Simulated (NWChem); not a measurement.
The numbers come from NWChem runs, not from measurements. System: Pb, charge 0, spin multiplicity 3. Its SCF solution wasn't tested for a lower state. Level: ROCCSD(T)/def2-TZVP with def2 effective core potentials on Pb, 4 core orbitals frozen.

Job file:

```
start mol
memory heap 100 mb stack 700 mb global 1900 mb
geometry units angstroms nocenter noautoz
  Pb     0.000000     0.000000     0.000000
  symmetry group D2h
end
basis spherical
  * library def2-tzvp
end
ecp
  Pb library def2-ecp
end
scf
  rohf
  nopen 2
  maxiter 100
  thresh 1e-7
  semidirect memsize 60000000 filesize 0
  # guess.movecs holds the orbitals of an unrestricted PBE0 run
  vectors input guess.movecs output mol.movecs
end
tce
  freeze core 4
  ccsd(t)
  2eorb
  2emet 13
  thresh 1e-6
  maxiter 100
  tilesize 24
end
task tce energy
```

Part of the output:

```
             Northwest Computational Chemistry Package (NWChem) 7.3.0
             --------------------------------------------------------

                                NWChem Input Module
                                -------------------

 Scaling coordinates for geometry "geometry" by  1.889725989
 (inverse scale =  0.529177249)

                             Geometry "geometry" -> ""
                             -------------------------

 Output coordinates in angstroms (scale by  1.889725989 to convert to a.u.)

  No.       Tag          Charge          X              Y              Z
 ---- ---------------- ---------- -------------- -------------- --------------
    1 Pb                  82.0000     0.00000000     0.00000000     0.00000000

 Effective nuclear repulsion energy (a.u.)       0.0000000000

            Nuclear Dipole moment (a.u.)
            ----------------------------
        X                 Y               Z
 ---------------- ---------------- ----------------
     0.0000000000     0.0000000000     0.0000000000

      Symmetry information
      --------------------

 Group name             D2h
 Group number             26
 Group order               8
 No. of unique centers     1

      Symmetry unique atoms

     1


 Summary of "ao basis" -> "" (spherical)
 ------------------------------------------------------------------------------
       Tag                 Description            Shells   Functions and Types
 ---------------- ------------------------------  ------  ---------------------
 *                         def2-tzvp                  on all atoms

 Summary of "ao basis" -> "ao basis" (spherical)
 ------------------------------------------------------------------------------
       Tag                 Description            Shells   Functions and Types
 ---------------- ------------------------------  ------  ---------------------
 Pb                        def2-tzvp                16       50   6s5p3d2f

                                 NWChem SCF Module
                                 -----------------

  ao basis        = "ao basis"
[...]
           Alpha electrons :    12
            Beta electrons :    10
           No. of orbitals :   100
            Alpha orbitals :    50
             Beta orbitals :    50
        Alpha frozen cores :     4
         Beta frozen cores :     4
     Alpha frozen virtuals :     0
      Beta frozen virtuals :     0
         Spin multiplicity : triplet
    Number of AO functions :    50
       Number of AO shells :    16
        Use of symmetry is : on
      Symmetry adaption is : on
         Schwarz screening : 0.10D-09

          Correlation Information
          -----------------------
          Calculation type : Coupled-cluster singles & doubles w/ perturbation
   Perturbative correction : (T)
            Max iterations :      100
        Residual threshold : 0.10D-05
     T(0) DIIS level shift : 0.00D+00
     L(0) DIIS level shift : 0.00D+00
     T(1) DIIS level shift : 0.00D+00
     L(1) DIIS level shift : 0.00D+00
     T(R) DIIS level shift : 0.00D+00
     T(I) DIIS level shift : 0.00D+00
   CC-T/L Amplitude update :  5-th order DIIS
                I/O scheme : Global Array Library
        L-threshold :  0.10D-05
        EOM-threshold :  0.10D-05
 no EOMCCSD initial starts read in
 TCE RESTART OPTIONS
 SLICE:      F
 D4D5:       F
 quantumc:   F
 qrotation:  F
 pwtce:      F
 qducc:      F
 nacto:                         0
 nrotv:                         0
 nrot:                          0

            Memory Information
            ------------------
          Available GA space size is     249031800 doubles
          Available MA space size is     104842172 doubles

 Maximum block size supplied by input
 Maximum block size        24 doubles

 tile_dim =      8

 -------------------------------------------------

 Global array virtual files algorithm will be used

 Parallel file system coherency ......... OK

 4-electron integrals stored in orbital form

 v2    file size   =           121660
 4-index algorithm nr.  13 is used
 imaxsize =       30
 imaxsize ichop =        0


CCSD iterations
 ---------------------------------------------------------
 Iter          Residuum       Correlation     Cpu    Wall
 ---------------------------------------------------------
    1   0.1829596457397  -0.3625727400411     0.9     0.9
    2   0.0312833096729  -0.3238336772041     1.1     1.1
    3   0.0078784402577  -0.3329384592052     0.9     0.9
    4   0.0021459588396  -0.3317390016814     1.3     1.3
    5   0.0008578314560  -0.3321523431852     1.3     1.3
    6   0.0002356370767  -0.3321481823699     1.3     1.3
    7   0.0000639822124  -0.3321529118112     1.3     1.3
    8   0.0000260874856  -0.3321519282483     1.3     1.3
    9   0.0000104145694  -0.3321523552669     1.3     1.3
   10   0.0000047381406  -0.3321525046524     1.3     1.3
   11   0.0000008527542  -0.3321526739205     1.3     1.3
 -----------------------------------------------------------------
 Iterations converged
 CCSD correlation energy / hartree =        -0.332152673920477
 CCSD total energy / hartree       =      -192.163721319356370

 Singles contributions

 Doubles contributions
 CCSD(T)
 Using plain CCSD(T) code
             total no. of tasks         8420
 total no. of tasks / no. procs         8420
                         wl_min            2           1.1
                         wl_max        13824           4.9
        thresh for no. of tasks         8420

 CCSD[T]  correction energy / hartree =        -0.006208685856724
 CCSD[T] correlation energy / hartree =        -0.338361359777201
 CCSD[T] total energy / hartree       =      -192.169930005213104
 CCSD(T)  correction energy / hartree =        -0.005912904950239
 CCSD(T) correlation energy / hartree =        -0.338065578870716
 CCSD(T) total energy / hartree       =      -192.169634224306606

 Task  times  cpu:       17.9s     wall:       17.9s

 Total times  cpu:       17.9s     wall:       17.9s
```
